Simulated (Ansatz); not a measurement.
Born–Oppenheimer molecular dynamics of a periodic cell of 32 atoms, H₅C₁₀N (surface C(100)-2x1, partly H-covered, underside capped with H, adsorbate N2, incident energy 5 eV, 0° from the normal). It starts from an unrelaxed structure (largest force component 10.66 eV/Å).

Theory: Ansatz 0.2.0, DFT PBE-D3(BJ), scalar-relativistic, plane waves, PAW. Settings: PAW set soft_1, cutoff 420 eV, k mesh 2x2x1, fermi-dirac smearing 0.02 eV, no spin polarisation.

```yaml
ensemble: NVE (velocity Verlet)
time_step: 0.5 fs
steps_asked: 200
starting_velocities: zero, but for any typed in the input
atoms_held: 1 to 16
seed: 386672
```

Frames 10 fs apart, positions in Å, forces in eV/Å.

Velocities at 5 fs (Å/ps):

```
H 0.00 0.00 0.00
H 0.00 0.00 0.00
H 0.00 0.00 0.00
H 0.00 0.00 0.00
H 0.00 0.00 0.00
H 0.00 0.00 0.00
H 0.00 0.00 0.00
H 0.00 0.00 0.00
C 0.00 0.00 0.00
C 0.00 0.00 0.00
C 0.00 0.00 0.00
C 0.00 0.00 0.00
C 0.00 0.00 0.00
C 0.00 0.00 0.00
C 0.00 0.00 0.00
C 0.00 0.00 0.00
C 0.00 -0.94 -16.79
C 0.00 -1.06 -16.89
C 0.00 0.28 5.69
C 0.00 0.31 5.68
C 0.00 8.11 8.89
C 0.00 8.31 8.56
C 0.00 -9.77 -17.91
C 0.00 -9.79 -17.92
C 0.08 -4.38 -17.75
C -0.09 -4.38 -17.77
C 0.01 7.42 38.19
C -0.01 7.42 38.19
H -0.01 15.48 33.53
H 0.00 15.46 33.54
N -3.19 8.62 -57.93
N 3.16 -8.53 -59.45
```

```xyz
32
Lattice="5.0487 0.0000 0.0000 0.0000 5.0487 0.0000 0.0000 0.0000 18.8356" Properties=species:S:1:pos:R:3:forces:R:3 time_fs=5 energy_less_start_eV=-3.698 T=4186
H 2.160 0.000 1.000 -9.00 -0.05 0.10
H 0.365 0.000 1.000 9.00 -0.05 0.10
H 4.684 0.000 1.000 -9.00 -0.05 0.10
H 2.889 0.000 1.000 9.00 -0.05 0.10
H 2.160 2.524 1.000 -8.99 0.02 0.12
H 0.365 2.524 1.000 9.00 0.02 0.12
H 4.684 2.524 1.000 -9.00 0.02 0.12
H 2.889 2.524 1.000 8.99 0.02 0.12
C 1.262 0.000 1.635 0.00 -0.05 0.78
C 3.787 0.000 1.635 0.00 -0.05 0.78
C 1.262 2.524 1.635 -0.01 0.07 1.02
C 3.787 2.524 1.635 0.01 0.07 1.02
C 1.262 1.262 2.527 0.02 -0.82 -2.70
C 3.787 1.262 2.527 -0.02 -0.82 -2.70
C 1.262 3.787 2.527 0.00 0.35 -0.68
C 3.787 3.787 2.527 0.00 0.35 -0.68
C 0.000 1.258 3.374 0.00 0.27 -2.72
C 2.524 1.258 3.374 0.00 0.23 -2.77
C 0.000 3.787 3.435 0.00 0.14 0.97
C 2.524 3.787 3.435 0.00 0.15 0.97
C 0.000 0.023 4.336 0.00 1.13 1.55
C 2.524 0.023 4.335 0.00 1.22 1.39
C 0.000 2.500 4.261 0.00 -2.49 -1.96
C 2.524 2.500 4.261 0.00 -2.50 -1.97
C 1.262 0.477 5.118 0.03 -0.54 -3.49
C 3.786 0.477 5.118 -0.03 -0.55 -3.49
C 1.262 2.053 4.907 0.00 1.87 6.88
C 3.787 2.053 4.906 0.00 1.87 6.88
H 1.262 2.465 5.947 0.00 0.14 -0.01
H 3.787 2.465 5.948 0.00 0.14 -0.01
N -0.001 0.341 8.853 1.36 -3.63 -0.26
N -0.377 1.348 8.946 -1.36 3.61 0.39
32
Lattice="5.0487 0.0000 0.0000 0.0000 5.0487 0.0000 0.0000 0.0000 18.8356" Properties=species:S:1:pos:R:3:forces:R:3 time_fs=15 energy_less_start_eV=-1.255 T=3001
H 2.160 0.000 1.000 -9.01 -0.05 0.08
H 0.365 0.000 1.000 9.01 -0.06 0.08
H 4.684 0.000 1.000 -9.02 -0.05 0.10
H 2.889 0.000 1.000 9.02 -0.05 0.10
H 2.160 2.524 1.000 -8.97 0.03 0.10
H 0.365 2.524 1.000 9.00 0.04 0.09
H 4.684 2.524 1.000 -9.00 0.04 0.10
H 2.889 2.524 1.000 8.97 0.03 0.10
C 1.262 0.000 1.635 -0.02 -0.53 0.36
C 3.787 0.000 1.635 0.01 -0.52 0.36
C 1.262 2.524 1.635 -0.05 0.63 0.67
C 3.787 2.524 1.635 0.05 0.62 0.65
C 1.262 1.262 2.527 0.00 -0.86 -6.24
C 3.787 1.262 2.527 0.00 -0.87 -6.26
C 1.262 3.787 2.527 0.00 0.67 0.63
C 3.787 3.787 2.527 0.00 0.69 0.62
C 0.000 1.273 3.217 -0.01 0.67 4.70
C 2.525 1.270 3.214 0.01 0.67 4.70
C 0.000 3.787 3.499 0.01 -0.79 -0.95
C 2.524 3.788 3.499 -0.01 -0.77 -1.00
C 0.000 0.079 4.409 0.02 -2.86 -2.93
C 2.524 0.085 4.397 -0.01 -2.77 -3.12
C 0.000 2.379 4.185 0.00 3.95 6.70
C 2.524 2.378 4.184 -0.01 3.94 6.65
C 1.263 0.463 4.923 -0.07 1.96 4.85
C 3.786 0.463 4.922 0.07 1.98 4.75
C 1.262 2.136 5.303 0.01 -2.20 -6.84
C 3.786 2.137 5.303 -0.03 -2.17 -6.85
H 1.263 2.673 6.290 0.00 -0.69 -1.05
H 3.785 2.672 6.290 -0.01 -0.69 -1.05
N 0.013 0.307 8.261 -1.93 5.11 0.48
N -0.390 1.382 8.363 1.96 -5.14 -0.36
32
Lattice="5.0487 0.0000 0.0000 0.0000 5.0487 0.0000 0.0000 0.0000 18.8356" Properties=species:S:1:pos:R:3:forces:R:3 time_fs=25 energy_less_start_eV=-4.358 T=4497
H 2.160 0.000 1.000 -9.01 -0.01 0.09
H 0.365 0.000 1.000 9.03 -0.01 0.07
H 4.684 0.000 1.000 -9.10 -0.03 0.28
H 2.889 0.000 1.000 9.08 -0.02 0.30
H 2.160 2.524 1.000 -8.93 0.02 0.09
H 0.365 2.524 1.000 9.03 0.04 0.07
H 4.684 2.524 1.000 -9.00 0.04 0.06
H 2.889 2.524 1.000 8.91 0.02 0.08
C 1.262 0.000 1.635 -0.05 -0.04 1.37
C 3.787 0.000 1.635 0.04 -0.09 1.51
C 1.262 2.524 1.635 -0.19 0.12 0.75
C 3.787 2.524 1.635 0.19 0.16 0.70
C 1.262 1.262 2.527 0.09 1.37 -2.33
C 3.787 1.262 2.527 -0.09 1.26 -2.42
C 1.262 3.787 2.527 0.01 -1.03 1.22
C 3.787 3.787 2.527 -0.01 -0.89 1.15
C -0.001 1.329 3.365 0.03 -0.96 0.92
C 2.525 1.322 3.352 -0.04 -1.07 0.35
C 0.000 3.752 3.517 0.00 0.80 0.19
C 2.524 3.755 3.512 -0.01 0.90 0.06
C 0.001 -0.003 4.329 -0.03 3.10 2.41
C 2.524 0.023 4.282 0.03 3.61 1.59
C 0.000 2.469 4.503 -0.02 0.12 -4.35
C 2.524 2.465 4.495 -0.02 0.11 -4.52
C 1.260 0.541 5.006 0.10 -3.21 0.38
C 3.788 0.542 4.999 -0.10 -3.24 0.17
C 1.264 2.080 5.246 0.04 0.07 -0.32
C 3.783 2.083 5.243 -0.12 0.18 -0.46
H 1.269 2.523 6.261 0.04 -0.55 0.03
H 3.769 2.526 6.253 -0.08 -0.53 -0.07
N 0.004 0.326 7.671 -0.13 -0.01 -0.06
N -0.379 1.358 7.785 0.32 -0.23 0.77
32
Lattice="5.0487 0.0000 0.0000 0.0000 5.0487 0.0000 0.0000 0.0000 18.8356" Properties=species:S:1:pos:R:3:forces:R:3 time_fs=35 energy_less_start_eV=-1.157 T=2939
H 2.160 0.000 1.000 -8.90 -0.02 0.12
H 0.365 0.000 1.000 8.96 -0.01 0.11
H 4.684 0.000 1.000 -8.96 -0.02 0.11
H 2.889 0.000 1.000 8.90 -0.01 0.12
H 2.160 2.524 1.000 -8.85 0.03 0.07
H 0.365 2.524 1.000 8.96 0.04 0.06
H 4.684 2.524 1.000 -8.98 0.05 0.05
H 2.889 2.524 1.000 8.86 0.02 0.08
C 1.262 0.000 1.635 -0.18 0.05 1.99
C 3.787 0.000 1.635 0.16 0.07 1.99
C 1.262 2.524 1.635 -0.27 -0.08 1.55
C 3.787 2.524 1.635 0.28 -0.10 1.51
C 1.262 1.262 2.527 0.07 1.31 0.46
C 3.787 1.262 2.527 -0.12 1.41 0.45
C 1.262 3.787 2.527 -0.02 -0.67 1.36
C 3.787 3.787 2.527 0.00 -0.71 1.38
C -0.001 1.331 3.552 0.06 -0.19 -6.05
C 2.524 1.326 3.487 -0.03 0.90 -6.29
C 0.001 3.775 3.533 0.03 1.62 -0.02
C 2.523 3.787 3.512 -0.07 1.59 -0.26
C -0.001 0.068 4.390 0.07 -1.12 1.22
C 2.525 0.127 4.273 -0.10 -2.45 3.09
C -0.001 2.588 4.573 -0.02 -3.85 -4.58
C 2.520 2.586 4.541 -0.13 -3.56 -5.17
C 1.266 0.434 5.140 0.22 0.04 -2.83
C 3.782 0.432 5.108 -0.31 -0.05 -3.07
C 1.268 2.007 5.147 0.30 1.71 4.41
C 3.771 2.018 5.123 -0.54 1.73 4.10
H 1.309 2.088 6.231 0.13 1.38 0.53
H 3.685 2.123 6.196 -0.16 1.33 0.31
N -0.009 0.328 7.072 1.07 -5.10 -0.83
N -0.349 1.334 7.266 -0.47 4.58 4.12
32
Lattice="5.0487 0.0000 0.0000 0.0000 5.0487 0.0000 0.0000 0.0000 18.8356" Properties=species:S:1:pos:R:3:forces:R:3 time_fs=45 energy_less_start_eV=-0.240 T=2482
H 2.160 0.000 1.000 -8.99 0.00 0.11
H 0.365 0.000 1.000 9.01 0.02 0.07
H 4.684 0.000 1.000 -8.99 0.02 0.08
H 2.889 0.000 1.000 8.99 0.00 0.11
H 2.160 2.524 1.000 -8.94 0.05 0.11
H 0.365 2.524 1.000 9.02 0.07 0.12
H 4.684 2.524 1.000 -9.03 0.10 0.10
H 2.889 2.524 1.000 8.94 0.04 0.12
C 1.262 0.000 1.635 -0.29 -0.22 0.76
C 3.787 0.000 1.635 0.23 -0.23 0.81
C 1.262 2.524 1.635 -0.32 0.39 1.13
C 3.787 2.524 1.635 0.37 0.38 1.11
C 1.262 1.262 2.527 -0.61 -0.22 -3.31
C 3.787 1.262 2.527 0.56 -0.03 -3.21
C 1.262 3.787 2.527 -0.11 1.81 1.10
C 3.787 3.787 2.527 0.01 1.80 1.22
C 0.003 1.306 3.365 -0.02 -0.33 0.99
C 2.522 1.348 3.267 -0.03 -1.10 3.31
C 0.003 3.876 3.544 0.06 -3.19 -1.09
C 2.518 3.896 3.493 -0.12 -3.51 -0.67
C 0.006 0.090 4.481 0.21 -1.56 -7.56
C 2.515 0.109 4.419 -0.26 -3.32 -3.69
C -0.004 2.459 4.329 -0.17 0.30 3.99
C 2.508 2.472 4.233 0.14 0.15 4.34
C 1.275 0.337 5.118 -0.87 4.37 1.09
C 3.766 0.327 5.046 0.99 4.55 1.49
C 1.296 2.061 5.310 0.13 0.41 -5.49
C 3.717 2.085 5.237 -0.25 0.75 -4.95
H 1.403 2.504 6.316 -0.20 -0.20 -0.56
H 3.521 2.559 6.211 0.42 -0.22 -0.56
N -0.048 0.268 6.490 -1.83 4.25 6.72
N -0.254 1.335 6.963 1.94 -5.27 2.12
32
Lattice="5.0487 0.0000 0.0000 0.0000 5.0487 0.0000 0.0000 0.0000 18.8356" Properties=species:S:1:pos:R:3:forces:R:3 time_fs=55 energy_less_start_eV=-1.032 T=2865
H 2.160 0.000 1.000 -9.03 -0.08 0.12
H 0.365 0.000 1.000 9.05 -0.05 0.09
H 4.684 0.000 1.000 -9.03 -0.05 0.10
H 2.889 0.000 1.000 9.02 -0.08 0.11
H 2.160 2.524 1.000 -9.01 0.06 0.05
H 0.365 2.524 1.000 9.03 0.03 0.13
H 4.684 2.524 1.000 -9.02 0.03 0.13
H 2.889 2.524 1.000 9.00 0.07 0.06
C 1.262 0.000 1.635 -0.13 -0.24 0.33
C 3.787 0.000 1.635 0.04 -0.26 0.43
C 1.262 2.524 1.635 0.15 0.43 0.31
C 3.787 2.524 1.635 -0.12 0.42 0.39
C 1.262 1.262 2.527 0.10 -0.13 -6.31
C 3.787 1.262 2.527 -0.14 -0.13 -6.00
C 1.262 3.787 2.527 -0.23 -0.17 -0.64
C 3.787 3.787 2.527 -0.01 -0.11 -0.28
C 0.005 1.255 3.234 -0.12 -0.19 3.82
C 2.518 1.286 3.226 0.06 -1.88 3.99
C 0.008 3.770 3.469 -0.16 -1.15 -0.90
C 2.506 3.777 3.429 0.23 -1.75 0.80
C 0.024 0.047 4.129 -0.49 3.36 2.17
C 2.497 -0.103 4.387 0.58 4.12 1.12
C -0.018 2.339 4.308 0.23 3.92 -0.91
C 2.501 2.364 4.193 -0.73 3.12 0.47
C 1.236 0.496 5.101 -0.09 -2.66 -2.78
C 3.807 0.495 5.025 0.36 -1.60 -1.17
C 1.321 2.145 5.135 -1.84 -1.84 -2.87
C 3.665 2.198 5.042 3.23 -2.34 -0.97
H 1.367 2.838 5.974 -0.01 -0.74 0.66
H 3.650 2.883 5.891 -0.04 -0.88 0.73
N -0.173 0.299 6.220 0.04 -1.16 1.48
N -0.070 1.193 6.905 -0.92 1.87 5.31
32
Lattice="5.0487 0.0000 0.0000 0.0000 5.0487 0.0000 0.0000 0.0000 18.8356" Properties=species:S:1:pos:R:3:forces:R:3 time_fs=65 energy_less_start_eV=0.660 T=2085
H 2.160 0.000 1.000 -9.02 -0.07 0.16
H 0.365 0.000 1.000 9.04 -0.16 0.08
H 4.684 0.000 1.000 -9.01 -0.15 0.10
H 2.889 0.000 1.000 9.03 -0.07 0.15
H 2.160 2.524 1.000 -8.97 0.06 -0.05
H 0.365 2.524 1.000 8.99 -0.11 0.18
H 4.684 2.524 1.000 -8.99 -0.12 0.15
H 2.889 2.524 1.000 9.00 0.05 -0.06
C 1.262 0.000 1.635 0.02 -0.09 0.74
C 3.787 0.000 1.635 -0.15 -0.10 0.85
C 1.262 2.524 1.635 1.13 -0.18 0.08
C 3.787 2.524 1.635 -1.11 -0.16 0.06
C 1.262 1.262 2.527 1.13 -0.69 -4.81
C 3.787 1.262 2.527 -1.32 -0.53 -4.67
C 1.262 3.787 2.527 0.35 -2.04 -2.42
C 3.787 3.787 2.527 -0.66 -2.34 -2.22
C -0.002 1.277 3.256 -0.10 1.31 -3.80
C 2.514 1.105 3.424 0.04 2.97 -4.79
C 0.002 3.631 3.332 -0.26 7.01 0.73
C 2.507 3.583 3.405 0.37 7.34 -0.59
C 0.010 0.090 3.957 -0.31 -1.75 6.90
C 2.516 -0.068 4.386 0.08 1.89 0.47
C -0.011 2.488 4.217 0.16 -0.93 -2.91
C 2.478 2.442 4.196 1.70 -4.16 -0.23
C 1.171 0.508 4.919 -0.70 -2.81 -0.16
C 3.882 0.584 4.953 0.09 -3.00 0.12
C 1.220 2.110 4.840 0.99 -0.99 6.80
C 3.798 2.158 4.833 -2.00 -1.18 6.15
H 1.266 2.428 5.896 -0.15 0.22 0.25
H 3.797 2.409 5.903 -0.08 0.65 0.23
N -0.263 0.336 6.152 3.91 2.93 4.40
N 0.039 1.076 7.099 -3.18 -2.78 -1.97
```

Of the whole run (100 fs, mean temperature of the second half 2805 K): The conserved energy stayed within 3.6 meV per atom of its start (net change 0.14 meV per atom), so there is no drift, though single steps change it by up to 72 meV in the whole system, a sign of fast motions only just resolved. A run of 0.1 ps of so small a system gives no equilibrium averages. The SCF threshold is loose, so the forces are noisy. Limits of this set-up: coarse k mesh, thin slab, slab without dipole correction.

Time of the run: 20 min on 1 thread of Intel(R) Xeon(R) Platinum 8175M CPU @ 2.50GHz (Skylake/Cascade Lake), on a shared host, peak memory 0.77 GiB.
